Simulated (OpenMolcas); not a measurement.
An atom or ion with 77 electrons was computed by XMS-CASPT2, IPEA 0.25 Eh, imaginary shift 0.1 Eh with spin-orbit coupling (OpenMolcas, ANO-RCC-VTZP, DKH2). The lowest levels that the run gave, each within 12 % of the measured value where one is at hand:

| J | Parity | E (cm⁻¹) | g |
| --- | --- | --- | --- |
| 5/2 | even | 0.0 | 1.201 |
| 3/2 | even | 13280 | 0.800 |
| 9/2 | even | 28570 | 1.326 |
| 7/2 | even | 33800 | 1.194 |
| 5/2 | even | 37980 | 1.325 |
| 3/2 | even | 39560 | 0.790 |
| 5/2 | even | 43130 | 1.122 |
| 7/2 | even | 44770 | 1.169 |
| 1/2 | even | 48660 | 2.570 |
| 3/2 | even | 48810 | 1.299 |
| 5/2 | even | 51240 | 1.156 |
| 3/2 | even | 53460 | 1.265 |

Q: Which ion is it, and what are the configurations and terms?

A: Au²⁺ (Z = 79, charge +2; active space 9 electrons in 6 orbitals (5d 6s)). J, parity and g give the terms where levels are pure, and mixed ones are named by the computed weights; the size of the splittings, set against known spectra of the 77-electron sequence, gives the charge. In order, with the measured energies in cm⁻¹ (Iglesias, J. Res. Natl. Bur. Stand. 64A, 481 (1960)): 5d⁹ ²D_5/2, 5d⁹ ²D_3/2 (12694), 5d⁸ 6s ⁴F_9/2 (29754), 5d⁸ 6s ⁴F_7/2 [65 %] (35077), 5d⁸ 6s ⁴P_5/2 [42 %], 5d⁸ 6s ²D_3/2 [44 %], 5d⁸ 6s ⁴F_5/2 [68 %] (44426), 5d⁸ 6s ²F_7/2 [62 %] (45740), 5d⁸ 6s ⁴P_1/2 (49439), 5d⁸ 6s ⁴P_3/2 [61 %] (49969), 5d⁸ 6s ²F_5/2 [49 %], 5d⁸ 6s ²P_3/2 [46 %].

CASPT2 does not keep the components of a term degenerate, so their means are used; among the terms shown or strongly mixed into the levels shown the widest spread is 1100 cm-1 (5d⁸ 6s ²F). Terms from blocks run as CI alone lack orbitals of their own. A single d shell beside an s shell can misplace configurations of different d count against each other. The CASPT2 spread within a term exceeds the gap to the next term for 5d⁸ 6s ²F and 5d⁸ 6s ⁴P, so the order of their levels is uncertain, and so are names and mixing where such terms share a J. Computed and measured levels are paired by configuration, term and J; levels that our copy of the source lacks, or whose pairing is in doubt (as where it misses far off the trend of its configuration), stay unpaired and out of the deviations. Levels of configurations outside the active space are missing.

A share in square brackets marks a mixed level and gives the weight of the term that names it.
